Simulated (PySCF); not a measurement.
A structure optimised at PBE-D3(BJ)/def2-SVP, used in a PySCF frequency run:

```xyz
13

Si     1.5086     1.3561    -0.4761
N      1.3529    -0.2563     0.1918
Si    -0.0938    -1.1300     0.6805
Si    -2.0304    -0.1756    -0.2596
H      2.5675     1.3760    -1.5469
H      1.8746     2.4113     0.5393
H      0.1754     1.7177    -1.0693
H      2.2358    -0.7089     0.4550
H      0.0072    -2.5683     0.2330
H     -0.2784    -1.1700     2.1816
H     -3.1884    -1.0614     0.1238
H     -1.9493    -0.1156    -1.7612
H     -2.2974     1.2059     0.2744
```

Write its SMILES and formula.

[SiH3]N[SiH2][SiH3], H₉NSi₃

What are its rotational constants (standard atomic weights)?

4.6074, 1.7722, 1.3443 GHz
